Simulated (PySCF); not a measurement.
Delta-SCF ions had no search for a lower state. Excitations are Tamm–Dancoff values on a coarser integration grid. The basis has no diffuse functions, so Rydberg states are missing or too high.

# C$_{2}$H$_{4}$BN, SMILES `C(=N)=BC` (charge 0, multiplicity 1)

The numbers are results of TPSSh-D3(BJ)/def2-TZVP // CAM-B3LYP-D3(BJ)/def2-TZVP run with PySCF, not measurements.

```
Property                                                               Result
--------------------------------------  -------------------------------------
HOMO                                                                 -4.79 eV
dipole moment                                                          2.21 D
HOMO–LUMO gap                                                         1.60 eV
LUMO                                                                 -3.19 eV
S1 excitation (TDA)                                                   0.88 eV
S1 oscillator strength                                                  0.000
T1 excitation (TDA)                                                   0.21 eV
S1–T1 gap (TDA)                                                       0.67 eV
vertical ionisation energy (Delta-SCF)                                7.58 eV
total energy                                                     -158.1961 Ha
cost                                    about 7 core-minutes (a rough figure)
```

Bond lengths (Å): C1–B2 1.521, C1–H5 1.090, C1–H6 1.098, C1–H7 1.090, B2–C3 1.374, C3–N4 1.239, N4–H8 1.025. Angles (°): B2–C1–H5 114.2, B2–C1–H6 105.4, B2–C1–H7 113.9, H5–C1–H6 106.5, H5–C1–H7 109.8, H6–C1–H7 106.3, C1–B2–C3 177.6, B2–C3–N4 174.8, C3–N4–H8 113.0.
